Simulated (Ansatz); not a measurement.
Cost and result for the atomization energy of C$_{2}$H$_{8}$S$_{2}$Si (`CSC([SiH3])S`) (13 atoms, 12 bonds).

Cartesian coordinates in Å:
```
C -0.6185 0.5642 -1.9948
S 0.5437 1.2413 -0.8006
C 0.8527 -0.2213 0.2285
Si -0.5873 -0.6174 1.3808
S 2.3512 0.0100 1.2098
H -0.1646 -0.2508 -2.5622
H -1.5399 0.2221 -1.5228
H -0.8578 1.3760 -2.6830
H 1.0841 -1.0702 -0.4227
H -0.3675 -1.9292 2.0441
H -1.8738 -0.6696 0.6351
H -0.6534 0.4640 2.3958
H 1.8311 0.8809 2.0919
```

Total charge 0; spin multiplicity 1. Geometry: relaxed with PBE0-D4/def2-TZVP. It is one conformer, not always the lowest. Program: Ansatz. All runs use 4 threads of an Arm Neoverse V1 on a shared host. Times are those of one run each, without the atoms' runs, and a repeat can differ threefold. Electronic energies, without spin–orbit coupling; frozen cores. CCSD(T)/CBS adds CCSD(T) − MP2 in def2-TZVPP to the MP2 limit, and its time is that of the two runs behind it. T1 = 0.011. B3LYP takes the VWN-RPA correlation (the form of Gaussian; ORCA's B3LYP/G).

CCSD(T)/CBS is a level of theory with its own doubt, some kJ/mol a heavy atom from the limit and from the frozen cores, so smaller differences don't rank the functionals.

```
                             level  functions  wall time  atomization (kJ/mol)  difference from CCSD(T)/CBS  per bond
   PBE-D4/def2-TZVPP (with forces)        300      3.9 s                4382.0                         50.4       4.2
                PBE0-D4/def2-TZVPP        300      5.5 s                4332.7                          1.1       0.1
r2SCAN-D4/def2-TZVPP (with forces)        300      7.5 s                4336.5                          4.9       0.4
 B3LYP-D4/def2-TZVPP (with forces)        300      8.5 s                4318.7                        -12.9      -1.1
                 B2PLYP/def2-TZVPP        300      9.5 s                4257.1                        -74.5      -6.2
                ωB97X-V/def2-TZVPP        300       13 s                4353.5                         21.9       1.8
  ωB97M-V/def2-TZVPP (with forces)        300       19 s                4350.8                         19.2       1.6
                    MP2/def2-QZVPP        564       36 s                4312.5                        -19.1      -1.6
                CCSD(T)/def2-TZVPP        300    5.5 min                4211.1                       -120.5     -10.0
                 CCSD(T)/CBS(def2)          –    6.1 min                4331.6                          0.0       0.0
```

The D4 term adds +58.8 kJ/mol with B3LYP and +30.9 kJ/mol with PBE0; it sums over pairs of atoms, weighted by their polarisabilities, and B3LYP, whose exchange is more repulsive, gets the larger term. From PBE to PBE0 (25 % exact exchange), in def2-TZVPP and without D4, the atomization energy moves by −43.9 kJ/mol: exact exchange takes away binding that semilocal exchange gives to molecules. In def2-TZVPP, CCSD(T) changes the Hartree–Fock value by +1063.9 kJ/mol (the triples alone add +64.2 kJ/mol) and MP2 by +1094.4 kJ/mol; breaking electron pairs costs correlation energy, which Hartree–Fock lacks.
